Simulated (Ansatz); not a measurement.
Total energies of tetramethylammonium hexafluorophosphate (C4H12F6NP) from Ansatz at PBE-D4/def2-TZVP, gas phase (1 Eh = 27.2114 eV = 2625.5 kJ/mol). The reference geometry is relaxed at r2SCAN-D4/def2-SVP.

```tsv
state	geometry	energy (Eh)
charge 0 singlet	reference	-1154.36471
charge 1 doublet	reference	-1153.98383
charge -1 doublet	reference	-1154.34463
charge -1 doublet	relaxed at r2SCAN-D4/def2-SVP	-1154.35397
free C atom (triplet)	–	-37.79597
free N atom (quartet)	–	-54.53214
free H atom (doublet)	–	-0.49962
free F atom (doublet)	–	-99.66912
free P atom (quartet)	–	-341.10299
```

(1) Work out the vertical ionisation energy to the doublet.

(2) Work out the vertical electron affinity, to the doublet.

(3) Give the fundamental gap IE − EA, the Mulliken electronegativity (IE + EA)/2 and the hardness (IE − EA)/2.

(4) How much does the charge -1 doublet relax, and what is the adiabatic electron affinity?

(5) What is the binding energy per atom against free atoms?

(1) E(charge 1 doublet) − E(charge 0 singlet) = -1153.98383 − (-1154.36471) = 0.38088 Eh = 10.36 eV. For comparison, −ε of the highest occupied level is 7.04 eV at this level, 3.32 eV less.

(2) E(charge 0 singlet) − E(charge -1 doublet) = -1154.36471 − (-1154.34463) = -0.02008 Eh = -0.55 eV; negative, so the extra electron isn't bound. The basis lacks diffuse functions, which makes affinities too small.

(3) From the values in Eh: IE − EA = 0.38088 − (-0.02008) = 0.40096 Eh = 10.91 eV; (IE + EA)/2 = 4.91 eV; (IE − EA)/2 = 5.46 eV. The HOMO–LUMO gap of the same run is 5.66 eV, 5.25 eV smaller than the fundamental gap.

(4) Relaxation: -1154.34463 − (-1154.35397) = 0.00934 Eh = 0.25 eV. Adiabatic electron affinity: -0.01074 Eh = -0.29 eV, without zero-point energy. 

(5) Atoms: 4 × (-37.79597) + 1 × (-54.53214) + 12 × (-0.49962) + 6 × (-99.66912) + 1 × (-341.10299) = -1150.82917 Eh. Binding: -1150.82917 − (-1154.36471) = 3.53554 Eh = 96.21 eV, or 4.01 eV for each of 24 atoms (no zero-point energy, no counterpoise term).

At PBE-D4/def2-TZVP the gap within one spin of the charge 1 doublet nearly closes, so an electron or hole may be smeared out by delocalisation error. At PBE-D4/def2-TZVP the highest occupied level of the charge -1 doublet lies above zero (up to 2.50 eV). By energy differences it is unbound by 0.55 eV (vertical, to the charge 0 singlet, at PBE-D4/def2-TZVP) and held by the finite basis. At PBE-D4/def2-TZVP the highest occupied level of the relaxed charge -1 doublet lies above zero (up to 2.18 eV). By energy differences, losing it releases 0.29 eV (each at its own geometry, to the charge 0 singlet, at PBE-D4/def2-TZVP).
